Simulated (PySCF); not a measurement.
## Spectroscopy problems

Computed data (PySCF): NMR shieldings at PBE0/pcSseg-1/GIAO, GFN2-xTB geometry. Averaged over atoms made equivalent by symmetry, fast rotation or ring inversion, non-relativistic Hamiltonian, isolated molecule, one computed conformer.

δ = σ(ref) − σ, references computed at the same level: ¹H, ¹³C against TMS. Splittings of carbon signals by F and P are missing where no couplings were computed. Where no couplings were computed, multiplicities follow the n + 1 count of equivalent neighbours, and m marks all less simple cases (inequivalent or close neighbours, rings, F or P nearby). Shifts are as computed. Against solution values, carbons near 30 ppm lie about +3 ppm off and those near 130 ppm about +5 ppm (rms about the fit 2.1 ppm; single classes can miss by 10 ppm). Of 1328 compounds with measured shifts, 309 miss one by over three times the rms of a fit or turn the order of signals round; such compounds aren't used in these exercises. Signals without a measured value on file couldn't be tested in this way; 1H shifts scatter by 0.2 ppm about their fit, and single ones miss by 0.5 ppm.

Q: C5H9FO. ¹H NMR (400 MHz, computed): δ 7.14 (m, 1H), 6.82 (m, 1H), 3.75 (sept, 1H), 1.27 (d, 6H). ¹³C{¹H} NMR (computed): δ 144.6 (CH), 143.6 (CH), 72.9 (CH), 22.5 (CH3). Identify the compound.

A: SMILES C(C)(C)O/C=C/F. The formula gives 1 degree of unsaturation (no ring in the answer). 4 carbon signals for 5 carbons: some carbons are equivalent by symmetry or fast rotation. Carbon types of the structure: 3 × CH, 2 × CH3, which accounts for all hydrogens. δC 144.6: alkene carbon bearing oxygen; an sp2 carbon further deshielded by the attached heteroatom. δC 143.6: β carbon of an enol-ether or enamine type C=C. δC 72.9: sp3 CH bonded to O; the inductive effect lowers its shielding. δC 22.5: methyl carbon; saturated and bonded to C and H only.

The shifts were computed for this structure.

Q: C6H7N. ¹H NMR (400 MHz, computed): δ 6.55 (m, 1H), 5.94 (m, 1H), 5.58 (m, 1H), 5.49 (m, 1H), 5.38 (d, 1H), 3.38 (m, 2H). ¹³C{¹H} NMR (computed): δ 163.7 (CH), 142.8 (CH), 125.6 (CH2), 120.7 (C), 105.7 (CH), 44.0 (CH2). What is it?

A: `C=CC/C=C\C#N`. Rings plus π bonds: 4 (no ring in the answer). 6 carbon signals for 6 carbons: no two carbons are equivalent. Carbon types of the structure: 1 × C, 3 × CH, 2 × CH2, which accounts for all hydrogens. δC 163.7, 142.8, 105.7: alkene CH; as expected for a trigonal carbon in a double bond. δC 125.6: terminal =CH2 carbon; the olefinic region. δC 120.7: nitrile carbon; C≡N carbons fall here, among the sp2 signals but without a proton. δC 44.0: allylic sp3 CH2; a saturated carbon with 2 carbon neighbours and no heteroatom attached.

The shifts were computed for this structure.
